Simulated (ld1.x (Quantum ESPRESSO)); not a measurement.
# Transferability test, TM semilocal potential for platinum

* Element: Pt
* Generator: ld1.x (Quantum ESPRESSO) 7.5
* Type: norm-conserving Troullier–Martins (semilocal form)
* Functional: PBE
* Relativity: scalar-relativistic
* Frozen core: [Xe] 4f14
* Valence charge: 10
* Reference configuration: 5d9 6s1 6p0
* Partial waves: 6s (bound): rc 2.45 bohr; 5d (bound): rc 2.00 bohr; 5f channel at 0.25 Ry: rc 2.70 bohr; 6p (bound, empty): rc 3.45 bohr
* Local potential: the p channel
* Core correction: Bessel-smoothed model core inside 1.35 bohr

Energies are relative to the spin-unpolarised reference configuration 5d9 6s1 6p0; without spin polarisation the order of configurations can differ from experiment. The frozen-core shift is the all-electron ΔE with the core orbitals held at their reference shape minus the fully relaxed ΔE.

| valence configuration | charge | ΔE all-electron (eV) | error AE − PS (meV) | frozen-core shift (meV) |
| --- | --- | --- | --- | --- |
| 5d9 6s0 6p0 | +1 | 9.194 | -18 | +5.7 |
| 5d8 6s0 6p0 | +2 | 29.160 | -32 | +37 |
| 5d7 6s0 6p0 | +3 | 61.376 | -169 | +212 |
| 5d8 6s1 6p0 | +1 | 11.167 | -20 | +20 |
| 5d10 6s0 6p0 | 0 | -0.018 | -36 | +21 |
| 5d9 6s0 6p1 | 0 | 5.049 | -4.7 | +2.4 |

**Question.** What are ΔE and the potential's error for 5d8 6s2 6p0?

**Answer.** ΔE = 1.005 eV all-electron; the error (AE − PS) is -43 meV.

Levels in the configuration 5d8 6s0 6p0:

```csv
level,all-electron (eV),pseudo (eV)
5d,-25.878,-25.931
```
